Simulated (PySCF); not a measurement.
A PySCF script (with the pyscf-properties extension) for the NMR shieldings of SMILES BPB(Cl)B(C)C, C2H9B3ClP, on a GFN2-xTB geometry:

```python
import basis_set_exchange as bse
import numpy as np
from pyscf import gto, dft
from pyscf.prop import nmr

atoms = """
B     2.566714    0.875260    0.199760
P     2.080018   -0.802982   -0.258866
B     0.393741   -1.300987    0.345597
Cl    0.272488   -2.935144    0.917722
B    -0.880585   -0.238083    0.312871
C    -1.601917    0.123979   -1.047445
C    -1.384889    0.499669    1.618203
H     3.675342    1.121772    0.472910
H     1.760964    1.721120    0.126371
H     2.991475   -1.735653    0.194955
H    -2.553089    0.636976   -0.927243
H    -0.940514    0.796922   -1.596529
H    -1.757060   -0.734151   -1.698186
H    -2.199328   -0.094833    2.035607
H    -0.635369    0.586408    2.401823
H    -1.795590    1.488669    1.426005
"""
names = dict.fromkeys(["B", "P", "Cl", "C", "H"], "pcSseg-1")
basis = {el: gto.basis.parse(bse.get_basis(n, elements=[el], fmt="nwchem")) for el, n in names.items()}
mol = gto.M(atom=atoms, basis=basis, charge=0, verbose=0)
mf = dft.RKS(mol, xc="PBE0")
mf.grids.level = 2
mf.grids.alignment = dft.numint.BLKSIZE   # the property module wants whole blocks of grid points
mf.conv_tol = 1e-9
mf.kernel()

calc = nmr.RKS(mf)   # GIAO
C = mf.mo_coeff
Co = C[:, mf.mo_occ > 0]
resp = mf.gen_response(singlet=True, hermi=2)
def vind(x):   # induced exchange potential for any number of trial vectors
    d = np.einsum("pi,xij,qj->xpq", C, 2 * x.reshape(-1, C.shape[1], Co.shape[1]), Co, optimize=True)
    return np.einsum("xpq,pi,qj->xij", resp(d - d.transpose(0, 2, 1)), C, Co, optimize=True).ravel()
mo1, _ = nmr.rhf.solve_mo1(calc, with_cphf=vind)
sigma = calc.kernel(mo1)
for i, s in enumerate(sigma):   # ppm
    w = np.linalg.eigvalsh((s + s.T) / 2)
    print("%2d %-2s iso %8.1f  s11 %8.1f  s22 %8.1f  s33 %8.1f" % (i, mol.atom_pure_symbol(i), w.mean(), *w))
```

Problem. What are the results?

Solution. 
```
 0 B  iso     29.9  s11    -60.1  s22      3.9  s33    145.9
 1 P  iso    321.1  s11    135.5  s22    381.2  s33    446.7
 2 B  iso     17.2  s11    -85.7  s22     17.0  s33    120.2
 3 Cl iso    675.2  s11    444.6  s22    513.9  s33   1067.0
 4 B  iso      0.5  s11    -66.0  s22    -55.0  s33    122.6
 5 C  iso    165.7  s11    139.5  s22    175.3  s33    182.4
 6 C  iso    167.4  s11    143.3  s22    175.6  s33    183.3
 7 H  iso     23.8  s11     16.8  s22     27.0  s33     27.7
 8 H  iso     24.3  s11     16.3  s22     27.4  s33     29.2
 9 H  iso     26.7  s11     23.1  s22     25.9  s33     31.1
10 H  iso     30.3  s11     27.1  s22     29.1  s33     34.6
11 H  iso     30.7  s11     27.1  s22     29.4  s33     35.6
12 H  iso     30.2  s11     26.5  s22     29.5  s33     34.4
13 H  iso     30.9  s11     27.0  s22     29.2  s33     36.4
14 H  iso     30.3  s11     27.1  s22     29.7  s33     34.0
15 H  iso     30.4  s11     27.2  s22     29.0  s33     34.9
```

These numbers come from an equivalent density-fitted implementation of the same equations, which agrees with the script to about 0.01 ppm for H and up to a few tenths of a ppm for heavy atoms, so last digits may differ.

Size and cost of the density-fitted run: 178 basis functions, 47 s wall time on 1 thread of an Arm Neoverse N1, shared host; peak memory 0.82 GiB.
